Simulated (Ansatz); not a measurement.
Input for Ansatz (a first-principles code):
Ansatz 0.2 input:
```yaml
crystal:
  periodic: [false, false, false]
  atoms:
    - {symbol: B, position_ang: [-0.00000000, -0.00000000, -0.73991806]}
    - {symbol: N, position_ang: [0.00000000, 0.00000000, 0.52851290]}
basis:
  gaussian:
    orbitals: def2-SV_P_.json
hamiltonian:
  xc: {name: PBE-QIDH}
magnetization: {spin_polarized: true, initial_magnetization: 2}
```
The basis file holds def2-SV(P) in the JSON format of the Basis Set Exchange.

### Question
What is the computed number of basis functions (Ansatz with PBE-QIDH/def2-SV(P))?

### Answer
28

### Question
What is the computed total energy (PBE-QIDH/def2-SV(P))?

### Answer
-79.209574 Ha

### Question
What SCF-reference <S^2> does PBE-QIDH/def2-SV(P) give?

### Answer
2.012

### Question
Predict the MP2 correlation energy from PBE-QIDH/def2-SV(P).

### Answer
-0.2035 Eh
